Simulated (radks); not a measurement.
Neutral technetium inside a hard spherical wall (all orbitals vanish at R), configuration held at [Kr] 4d5 5s2 and not refilled when levels cross. Method: scalar-relativistic Kohn-Sham, PBEsol, spin-polarised, spherical densities, finite nucleus; open shells are filled with parallel spins first (spin-orbit coupling, left out, can overturn this in heavy ions); Fermi nuclear charge, rms radius 4.4112 fm; computed with a radial shooting solver on a logarithmic mesh with Libxc functionals. Eigenvalues in eV for spin up, with the zero of energy where the potential of the charges vanishes at infinity; a dash marks a level that is unbound or too diffuse for the functional's potential to be trusted. A positive occupied level is held by the wall or, in an anion where self-interaction has pushed it up, behind a barrier. The pressure on the wall is -dE/dV.

| R (bohr) | E (hartree) | kinetic (hartree) | e(4s) | e(4p) | e(4d) | e(5s) | e(5p, empty) | e(6s, empty) | pressure (GPa) |
|---|---|---|---|---|---|---|---|---|---|
| free | -4283.42697 | 4422.494 | -74.302 | -46.406 | -7.831 | -5.596 | -1.606 | - | 0 |
| 15 | -4283.42696 | 4422.494 | -74.301 | -46.405 | -7.830 | -5.596 | -1.604 | 0.327 | < 0.0001 |
| 8 | -4283.42145 | 4422.537 | -74.031 | -46.135 | -7.573 | -5.367 | -1.095 | 4.367 | 0.221 |
| 7 | -4283.41041 | 4422.605 | -73.690 | -45.796 | -7.255 | -5.051 | -0.521 | 7.199 | 0.873 |
| 5 | -4283.26535 | 4423.302 | -71.271 | -43.421 | -5.065 | -2.284 | 3.741 | 23.332 | 18.1 |
| 3.5 | -4282.29033 | 4427.116 | -63.467 | -35.942 | 2.376 | 10.691 | 20.949 | 73.387 | 314 |
| 2.5 | -4277.64180 | 4443.763 | -45.357 | -18.010 | 23.273 | 57.252 | 75.811 | 202.46 | 4040 |
| 2 | -4267.49571 | 4477.093 | -20.149 | 9.026 | 56.171 | 137.97 | 163.63 | 385.92 | 20500 |
| 1.5 | -4229.98532 | 4584.304 | 53.178 | 89.759 | 149.91 | 372.70 | 405.99 | 856.53 | 148000 |
